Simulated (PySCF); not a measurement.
Species: C6H10N4Si.
SMILES with atom numbers: `[CH3:1][c:2]1[n:3][n:4]([SiH:5]([CH3:6])[CH3:7])[n:8][c:9]1[C:10]#[N:11]`

Structure used (GFN2-xTB), in Å, numbered top down from 1:
```xyz
21
C6H10N4Si angstrom
C     -3.0101    1.3344    0.6453
C     -1.8562    0.5385    0.1675
N     -0.5968    0.9184    0.2520
N      0.1246   -0.0709   -0.2543
Si     1.8964   -0.0140   -0.4427
C      2.4965   -1.7690   -0.0612
C      2.4622    1.3073    0.7880
N     -0.5927   -1.0845   -0.6767
C     -1.8564   -0.7525   -0.4324
C     -2.9687   -1.5486   -0.7372
N     -3.9147   -2.1527   -0.9722
H     -2.7851    2.3955    0.5730
H     -3.8972    1.0999    0.0605
H     -3.2158    1.0982    1.6898
H      2.1170    0.3735   -1.8413
H      2.0170   -2.4932   -0.7133
H      2.2700   -2.0529    0.9637
H      3.5699   -1.8553   -0.1974
H      2.3111    0.9861    1.8154
H      3.5167    1.5309    0.6636
H      1.9033    2.2279    0.6504
```

NICS is the negative of the GIAO shielding at a point without a nucleus: at the ring centre (0) and 1 Å above and below it (1); zz is the component along the ring normal. Level: GIAO PBE0/pcSseg-1 (PySCF, non-relativistic, gas phase) on the GFN2-xTB geometry, one conformer.

Ring bond lengths (Å), with Mayer bond orders in brackets: C2–N3 1.318 (1.51), N3–N4 1.325 (1.20), N4–N8 1.312 (1.26), N8–C9 1.329 (1.41), C9–C2 1.424 (1.22).

Question: Give the NICS values of each ring in ppm.

Answer: 
```
          ring                                                 type  NICS(0)  NICS(1), two faces  NICS(1)zz, two faces  rms pucker (Å)  centre to ring atoms, mean (Å)
C2–N3–N4–N8–C9  5-membered ring with 3 N; formal bonds all aromatic    -12.8       -13.2 / -13.3         -31.5 / -31.3            0.00                            1.14
```

Question: What do they say, and how far can they be read as aromaticity?

Answer: 
- C2–N3–N4–N8–C9: mean NICS(1)zz -31.4 ppm, shielded. For a flat ring without four-coordinate atoms the NICS criterion counts such a value as aromatic.

Question: And the bond-length index? HOMA = 1 − mean of α(R − Ropt)² over the ring bonds, with Krygowski's 1993 parameters (CC: Ropt 1.388 Å, α 257.7 Å⁻²; CN: Ropt 1.334 Å, α 93.52 Å⁻²; NN: Ropt 1.309 Å, α 130.33 Å⁻²).

Answer: 
- C2–N3–N4–N8–C9: HOMA 0.92; the largest term is that of C9–C2, α(R − Ropt)² = 0.33. The geometric and the magnetic index point the same way.

Question: What are the shieldings of the ring atoms and their hydrogens in the same run (means over atoms taken as equivalent)?

Answer: 
| atoms | environment | σ isotropic (ppm) | principal values of the symmetric part, first atom (ppm) |
| --- | --- | --- | --- |
| C2 | substituted aromatic carbon | 28.3 | -43.9, 6.2, 122.6 |
| N3 | pyridine-type nitrogen | -104.0 | -332.1, -143.2, 163.2 |
| N4 | pyrrole-type nitrogen | -19.3 | -115.4, -41.3, 98.7 |
| N8 | pyridine-type nitrogen | -127.8 | -401.0, -160.5, 178.1 |
| C9 | substituted aromatic carbon | 57.1 | -27.6, 77.4, 121.3 |
